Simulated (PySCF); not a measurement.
## Dipole response of Pd²⁺ (palladium, charge +2)

[Kr] 4d7 5s1, high-spin 5F determinant (an excited configuration). All numbers are calculated (PySCF 2.14, a scalar-relativistic core potential, in aug-cc-pwCVTZ-PP with ECP28MDF). Coupled (time-dependent) response in atomic units; α is the mean over directions.

```csv
method,mean α (bohr³),C₆ (like pair),S(−4)
B3LYP,16.75,89.35,173.9
```

S(−4) is the Cauchy moment in α(ω) = α(0) + S(−4) ω² + …

Spin-orbit coupling is absent.

α(iu) at B3LYP:

| u (hartree) | α(iu) (bohr³) |
| --- | --- |
| 0 | 16.75 |
| 0.0500 | 16.33 |
| 0.100 | 15.23 |
| 0.200 | 12.29 |
| 0.300 | 9.775 |
| 0.500 | 6.720 |
| 0.750 | 4.814 |
| 1.00 | 3.731 |
| 1.50 | 2.495 |
| 2.00 | 1.795 |
| 3.00 | 1.045 |
| 5.00 | 0.4669 |

A single London oscillator, α(iu) = α/(1 + u²/ω²), gives C₆ = (3/4) ω α². Matching the computed C₆ needs ω = 4 × 89.35 / (3 × 16.75²) = 0.425 hartree.

For an ion, C₆ is the dispersion term alone; charge-induced terms of lower order in 1/R come first.

Energies and moments cover only the electrons outside the core potential.
